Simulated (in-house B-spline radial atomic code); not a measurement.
In⁺. Computed with a B-spline radial atomic code. Model: non-relativistic spherical atom: semilocal Troullier-Martins pseudo-atom, one channel per l, against all electrons, high spin, G0W0 and RPA with empty states to l = 8, local potential for every l without a channel, a model core (radius 0 = none) keeps its share of the functional.

The core holds an angular momentum without a channel of its own, so the local potential lets valence electrons into it.

Without relativity these are model numbers for so heavy an element.

What the tables leave out is listed at the end.

The pseudopotential gives back the lowest level of each angular momentum of its own functional in the configuration it was made in; a second state of the same l is only approximately right. Exact exchange, RPA and GW see the smooth pseudo-orbitals and miss the exchange with the core, for which the functional's share stands in. The column with an uncorrelated core keeps all orbitals and exact exchange, and so separates missing core correlation from pseudisation. Only the three outermost levels and the lowest empty one were computed. RPA here is direct RPA, with no exchange kernel, and its energies carry an (l + 1/2)⁻⁴ tail. A hybrid on a potential with a model core restores only its own semilocal share of the core's exchange.

Command:
```bash
python run_psgw.py task.json out
```
Settings (lengths in bohr, energies in hartree):
```
Z                      49
electrons              48
configuration          [Kr] 4d10 5s2
generated_in           [Kr] 4d10 5s2 5p1
functional             pbe,pbe
core_shells            9
radius_factor          0.8
core_correction        True
ion_configuration      [Kr] 4d10 5s1
```

Time taken, with all properties: 95 s on 1 thread of Intel(R) Xeon(R) Platinum 8488C (Sapphire Rapids) (shared host).

Given: made with PBE; model core radius 2.03 bohr; local radius 1.882 bohr; mean-field start PBE.

Valence shells of the generating configuration: 5s, 5p.

Channel: s 1.802, p 2.335 (radii in bohr).

Computed: largest level miss in the spin-unpolarised generating configuration 0 eV; valence RPA correlation energy pseudo -0.083312 hartree; all-electron RPA polarisability, core included 22.166 bohr³; pseudo-atom RPA polarisability 21.753 bohr³; ionisation by mean-field pseudo minus all 0.154 eV; ionisation by RPA all-electron 18.463 eV; ionisation by RPA pseudo minus all 0.458 eV.

```csv
level,occupied,mean-field all-electron (eV),mean-field pseudo minus all (eV),G0W0 all-electron (eV),G0W0 uncorrelated core minus all (eV),G0W0 pseudo minus all (eV),exchange self-energy all-electron (eV),exchange self-energy pseudo (eV)
5s,1,-14.23,-0.047,-18.319,0.83,0.199,-13.174,-9.5106
5p (empty),0,-8.4685,-0.031,-5.9044,0.333,-0.443,-3.8851,-1.8753
```

Problem. What is the ionisation by mean-field all-electron?

Solution. 18.126 eV.

Problem. What is the valence RPA correlation energy all-electron orbitals?

Solution. -0.068616 hartree.

Given: mean-field start PBE0.

Computed: all-electron RPA polarisability, core included 20.093 bohr³; pseudo-atom RPA polarisability 20.856 bohr³; ionisation by mean-field all-electron 17.832 eV; ionisation by mean-field pseudo minus all -0.231 eV; ionisation by RPA all-electron 18.287 eV; ionisation by RPA pseudo minus all -0.244 eV.

| level | occupied | mean-field all-electron (eV) | mean-field pseudo minus all (eV) | G0W0 all-electron (eV) | G0W0 uncorrelated core minus all (eV) | G0W0 pseudo minus all (eV) | exchange self-energy all-electron (eV) | exchange self-energy pseudo (eV) |
| --- | --- | --- | --- | --- | --- | --- | --- | --- |
| 5s | 1 | -15.015 | 0.272 | -18.26 | 0.816 | 0.616 | -12.997 | -9.2849 |
| 5p (empty) | 0 | -7.6793 | 0.028 | -5.8614 | 0.307 | -0.214 | -3.6236 | -1.797 |

Problem. What is the valence RPA correlation energy pseudo?

Solution. -0.071133 hartree.

Problem. What is the valence RPA correlation energy all-electron orbitals?

Solution. -0.059599 hartree.

Among the listed levels the largest G0W0 shift of the pseudo-atom is +0.62 eV, for 5s on the PBE0 start, while leaving the core uncorrelated moves that level by +0.82 eV. The rest, -0.20 eV, comes from pseudisation and the lost core exchange. Not in the tables (levels of low weight, unsolved or above zero; the highest and the empty levels are kept at any weight): no Hartree-Fock pseudo-atom is run with a model core.
